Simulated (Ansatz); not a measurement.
# Redistribution: C2H2FI + CHI3 → C2HFI2 + CH2I2

Gas-phase species: C2H2FI `C=C(F)I`, singlet; CHI3 (iodoform) `IC(I)I`, singlet; C2HFI2 `F/C(I)=C\I`, singlet; CH2I2 (diiodomethane) `ICI`, singlet. The partners trade H for I; both sit on C, so the bond types are kept.

Shapes, held fixed at every level: PBE0-D4/def2-TZVP. Programs: Ansatz 0.2.0. The zero-point and thermal change to 298 K, harmonic and unscaled (PBE0-D4/def2-TZVP), is +1.5 kJ/mol.

(1) Estimate ΔH(298 K) of this reaction.

## Answers

(1) The highest level, CCSD(T)/def2-TZVPP, gives ΔH(298 K) = -20.1 kJ/mol; the levels span -30.8 to -18.1. The column of differences is taken from that level and isn't an error. No measured value is set beside it here. For atoms past krypton def2 sets carry core potentials with scalar relativity. Outer-core shells of I are correlated, in sets that cover them unevenly.

```tsv
level	kind	ΔH(298 K) (kJ/mol)	less CCSD(T)/def2-TZVPP
HF/def2-SVP	Hartree–Fock	-30.8	-10.7
SPW92/def2-TZVPP	LDA	-19.8	+0.3
BHLYP-D4/def2-TZVPP	global hybrid	-18.1	+2.0
wB97M-V/def2-TZVPP	range-separated hybrid	-19.1	+1.0
wB97X-V/def2-TZVPP	range-separated hybrid	-20.8	-0.7
CCSD(T)/def2-SVP	coupled cluster or CI	-22.3	-2.2
CCSD/def2-SVP	coupled cluster or CI	-23.3	-3.2
CCSD(T)/def2-TZVPP	coupled cluster or CI	-20.1	0.0
```
